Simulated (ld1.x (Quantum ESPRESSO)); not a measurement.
**Transferability test, RRKJ potential for Si**

```
Element                 : Si (Z = 14)
Generator               : ld1.x (Quantum ESPRESSO) 7.5
Type                    : norm-conserving RRKJ (Kleinman–Bylander form)
Functional              : Wu–Cohen
Relativity              : scalar-relativistic
Frozen core             : [Ne]
Valence charge          : 4
Reference configuration : 3s2 3p2
Partial waves           : 3p (bound): rc 2.30 bohr; 3s (bound): rc 1.65 bohr
Local potential         : the s channel
Core correction         : a·sin(br)/r model core inside 1.10 bohr
rho0                    : 0.02
```

Energies are relative to the spin-unpolarised reference configuration 3s2 3p2; without spin polarisation the order of configurations can differ from experiment.

| valence configuration | charge | ΔE all-electron (eV) | error AE − PS (meV) |
| --- | --- | --- | --- |
| 3s2 3p1 | +1 | 7.717 | +3.4 |
| 3s2 3p0 | +2 | 23.707 | +28 |
| 3s1 3p0 | +3 | 57.656 | +77 |
| 3s1 3p3 | 0 | 6.806 | -5.4 |
| 3s2 3p1.5 | +0.5 | 2.908 | +0.5 |
| 3s2 3p2.3 | -0.3 | -0.920 | +0.1 |

What are ΔE and the potential's error for 3s1 3p2?

ΔE = 15.141 eV all-electron; the error (AE − PS) is -1.3 meV.
